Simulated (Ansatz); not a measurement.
Relaxation of the cluster TaSe₂ with UKS PBE-D4/def2-TZVP.

```sh
$ ansatz run in.yaml --threads 4 --pin off --events-out ev --progress --plain --max-ram 3916MiB
```

```yaml
crystal:
  periodic: [false, false, false]
  atoms:
    - {symbol: Ta, position_ang: [-1.919450, 0.406430, -0.486160]}
    - {symbol: Se, position_ang: [1.211820, -0.346600, -0.830430]}
    - {symbol: Se, position_ang: [0.707630, -0.059840, 1.316580]}
basis:
  gaussian: {orbitals: def2-TZVP}
magnetization: {spin_polarized: true, initial_magnetization: 1}
hamiltonian: {xc: pbe, dispersion: d4}
scf: {lower_state_search: "off"}
output: {orbitals: {seedname: orbitals}}
relax: {f_tol: 0.02, max_steps: 100}
```

Hardware: 4 threads of Arm Neoverse V1 on a shared host. Wall time 16 s.

Positions (Å) and forces (eV/Å) at steps 1, 2, 3, 4, 5, 6 of 6:

```xyz
3
step=1 energy=-132228.8838 eV
Ta   -1.919    0.406   -0.486    2.325   -0.491    0.606
Se    1.212   -0.347   -0.830   -0.993    0.157   -0.924
Se    0.708   -0.060    1.317   -1.332    0.334    0.318
3
step=2 energy=-132229.7791 eV
Ta   -1.735    0.367   -0.438    3.245   -0.686    0.840
Se    1.126   -0.331   -0.879   -1.590    0.332   -0.458
Se    0.608   -0.037    1.317   -1.655    0.353   -0.382
3
step=3 energy=-132230.7635 eV
Ta   -1.549    0.328   -0.390    2.782   -0.590    0.697
Se    1.039   -0.313   -0.918   -1.418    0.309   -0.251
Se    0.511   -0.015    1.309   -1.364    0.281   -0.446
3
step=4 energy=-132231.1725 eV
Ta   -1.363    0.289   -0.346   -0.816    0.168   -0.274
Se    0.944   -0.293   -0.943    0.496   -0.154   -0.498
Se    0.419    0.005    1.289    0.320   -0.013    0.771
3
step=5 energy=-132231.1969 eV
Ta   -1.390    0.294   -0.357    0.187   -0.041    0.032
Se    0.959   -0.298   -0.961   -0.151    0.049    0.172
Se    0.431    0.004    1.318   -0.035   -0.008   -0.204
3
step=6 energy=-132231.1990 eV
Ta   -1.385    0.293   -0.357    0.009   -0.002   -0.005
Se    0.954   -0.297   -0.955   -0.009    0.002   -0.005
Se    0.431    0.004    1.311    0.001    0.001    0.010
```

In the def2 sets Ta takes a core potential; there is no spin–orbit coupling. The charge 0 doublet is spin-contaminated (final ⟨S²⟩ up to 1.54, 0.75 for a pure state). The relaxation made no stability test and no search for a lower SCF solution. No other spin state of charge 0 was run. Another isomer (quartet) lies 0.29 eV lower at PBE0-D4/def2-TZVP; other spin states weren't run for this one.
